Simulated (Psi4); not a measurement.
C3H4N2, charge -1, doublet, at a GFN2-xTB geometry (a state made from the parent by changing its charge; the spin is typed, not shown lowest) (a gas-phase anion, which may not be bound at this level), atoms displaced at random by about 0.08 Å a coordinate; PBE/STO-3G, gradient (Psi4).

Here is a job for Psi4.
```
memory 2 GB

molecule {
-1 2
C     0.13049813    1.12629092    0.11567488
C     1.03765932    0.37272486   -0.14694291
N     0.80771453   -0.95120386   -0.02540772
N    -0.59358322   -0.88518591    0.15581252
C    -1.06289679    0.47119118    0.03795442
H     0.25413992    2.11741102    0.03426425
H     2.08861257    0.50945177   -0.09851489
H    -0.96492151   -1.44696301   -0.69148954
H    -2.07041572    0.63239592    0.54369106
symmetry c1
no_reorient
no_com
}

set {
  basis sto-3g
  reference uks
}

gradient('pbe')
print_variables()
```

The log (banner, timings and long lists left out):

```
gradient() will perform analytic gradient computation.

   => Loading Basis Set <=

    Name: STO-3G
    Role: ORBITAL
    Keyword: BASIS

         ---------------------------------------------------------
                                   SCF
               by Justin Turney, Rob Parrish, Andy Simmonett
                          and Daniel G. A. Smith
                              UKS Reference
         ---------------------------------------------------------

  ==> Geometry <==

    Molecular point group: c1
    Full point group: C1

    Geometry (in Angstrom), charge = -1, multiplicity = 2:

       Center              X                  Y                   Z               Mass
    ------------   -----------------  -----------------  -----------------  -----------------
         C            0.130498130000     1.126290920000     0.115674880000    12.000000000000
         C            1.037659320000     0.372724860000    -0.146942910000    12.000000000000
         N            0.807714530000    -0.951203860000    -0.025407720000    14.003074004430
         N           -0.593583220000    -0.885185910000     0.155812520000    14.003074004430
         C           -1.062896790000     0.471191180000     0.037954420000    12.000000000000
         H            0.254139920000     2.117411020000     0.034264250000     1.007825032230
         H            2.088612570000     0.509451770000    -0.098514890000     1.007825032230
         H           -0.964921510000    -1.446963010000    -0.691489540000     1.007825032230
         H           -2.070415720000     0.632395920000     0.543691060000     1.007825032230

  Running in c1 symmetry.

  Rotational constants: A =      0.33404  B =      0.31660  C =      0.16631 [cm^-1]
  Rotational constants: A =  10014.16132  B =   9491.28226  C =   4985.89488 [MHz]
  Nuclear repulsion =  165.148413589171810

  Charge       = -1
  Multiplicity = 2
  Electrons    = 37
  Nalpha       = 19
  Nbeta        = 18

  ==> Algorithm <==

  SCF Algorithm Type is DF.
  DIIS enabled.
  MOM disabled.
  Fractional occupation disabled.
  Guess Type is SAD.
  Energy threshold   = 1.00e-08
  Density threshold  = 1.00e-08
  Integral threshold = 1.00e-12

  ==> Primary Basis <==

  Basis Set: STO-3G
    Blend: STO-3G
    Number of shells: 19
    Number of basis functions: 29
    Number of Cartesian functions: 29
    Spherical Harmonics?: true
    Max angular momentum: 1

  ==> DFT Potential <==

   => LibXC <=

    Version 7.1.2
[...]
  @DF-UKS Final Energy:  -222.78854707806335
    Total Energy =                       -222.7885470780633455
[...]
    Number of basis functions: 451
    Number of Cartesian functions: 533
    Spherical Harmonics?: true
    Max angular momentum: 4

  ==> DFT Potential <==

   => LibXC <=

    Version 7.1.2
    S. Lehtola, C. Steigemann, M. J. T. Oliveira, and M. A. L. Marques,  SoftwareX 7, 1–5 (2018) (10.1016/j.softx.2017.11.002)

   => Composite Functional: PBE <=

    PBE GGA Exchange-Correlation Functional

    J.P. Perdew et. al., Phys. Rev. Lett., 77(18), 3865-3868, 1996

    Deriv               =              1
    GGA                 =           TRUE
    Meta                =          FALSE

    Exchange Hybrid     =          FALSE
    MP2 Hybrid          =          FALSE

   => Exchange Functionals <=

    1.0000     XC_GGA_X_PBE

   => Correlation Functionals <=

    1.0000     XC_GGA_C_PBE

   => LibXC Density Thresholds  <==

    XC_GGA_C_PBE:  1.00E-12
    XC_GGA_X_PBE:  1.00E-15

   => Molecular Quadrature <=

    Radial Scheme          =       TREUTLER
    Pruning Scheme         =           NONE
    Nuclear Scheme         =       TREUTLER

    Blocking Scheme        =         OCTREE
    BS radius alpha        =              1
    Pruning alpha          =              1
    Radial Points          =             75
    Spherical Points       =            302
    Total Points           =         189826
    Total Blocks           =           1455
    Max Points             =            256
    Max Functions          =             29
    Weights Tolerance      =       1.00E-15

  -Total Gradient:
     Atom            X                  Y                   Z
    ------   -----------------  -----------------  -----------------
       1        0.182229317737    -0.191423228994    -0.041383556017
       2       -0.274081698526     0.157563466221     0.027407350201
       3       -0.040840646028     0.070089017983     0.016407628445
       4        0.081307844381     0.074572633472    -0.000968691143
       5        0.098555859294     0.011605108390    -0.010322412284
       6       -0.003194848539    -0.099185620627    -0.001163612309
       7       -0.035497468877    -0.027847954014     0.008970544885
       8        0.012839457003     0.012618120715    -0.002171862852
       9       -0.021332796738    -0.007993761434     0.003216533584

  Variable Map:
  ----------------------------------------------------------------------------
[...]
  Array Variable Map:
  ----------------------------------------------------------------------------
[...]
[...]
```
